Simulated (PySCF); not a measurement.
C2H6BFN2, SMILES C/N=C/B(N)F.

Geometry: B3LYP-D3(BJ)/def2-SVP. The structure was generated by enumeration; whether it is a known compound was not checked. One conformer was computed; it need not be the lowest.

The numbers are results of PySCF with B3LYP-D3(BJ)/def2-SVP, not measurements.

No scaling factor is applied to the harmonic values.

| mode | ν (cm⁻¹) | IR (km/mol) | moving atoms (share of kinetic energy) |
|---|---|---|---|
| 1 | 101 | 2.0 | H 48 %, C 22 %, F 15 %, N 14 % |
| 2 | 154 | 8.0 | N 35 %, C 27 %, H 22 %, F 13 % |
| 3 | 187 | 5.4 | N 35 %, C 33 %, H 25 % |
| 4 | 222 | 4.7 | H 70 %, N 17 %, C 11 % |
| 5 | 339 | 0.4 | N 28 %, F 25 %, H 25 %, C 22 % |
| 6 | 412 | 3.8 | N 32 %, F 29 %, C 19 %, H 13 % |
| 7 | 487 | 146.7 | H 83 %, N 12 % |
| 8 | 501 | 7.2 | H 27 %, C 20 %, F 18 %, N 18 %, B 16 % |
| 9 | 619 | 52.1 | B 63 %, H 20 %, N 12 % |
| 10 | 640 | 0.6 | H 89 % |
| 11 | 841 | 0.5 | C 37 %, N 27 %, H 23 %, F 13 % |
| 12 | 889 | 14.1 | H 57 %, N 22 %, F 13 % |
| 13 | 947 | 11.8 | H 69 %, C 25 % |
| 14 | 1026 | 20.1 | C 46 %, N 33 %, H 19 % |
| 15 | 1131 | 0.1 | H 66 %, C 22 %, N 12 % |
| 16 | 1147 | 8.8 | H 64 %, C 23 %, N 13 % |
| 17 | 1263 | 183.5 | H 42 %, B 42 %, F 9 % |
| 18 | 1385 | 66.4 | H 44 %, B 25 %, C 19 %, N 11 % |
| 19 | 1411 | 3.5 | H 80 %, C 13 % |
| 20 | 1426 | 96.0 | H 46 %, B 43 % |
| 21 | 1449 | 4.7 | H 97 % |
| 22 | 1463 | 40.4 | H 92 % |
| 23 | 1590 | 275.3 | H 47 %, N 26 %, B 26 % |
| 24 | 1738 | 5.2 | C 53 %, N 43 % |
| 25 | 2943 | 65.7 | H 92 % |
| 26 | 2965 | 72.6 | H 96 % |
| 27 | 3067 | 23.2 | H 91 %, C 9 % |
| 28 | 3085 | 14.1 | H 91 %, C 9 % |
| 29 | 3588 | 39.6 | H 96 % |
| 30 | 3705 | 54.6 | H 91 %, N 9 % |
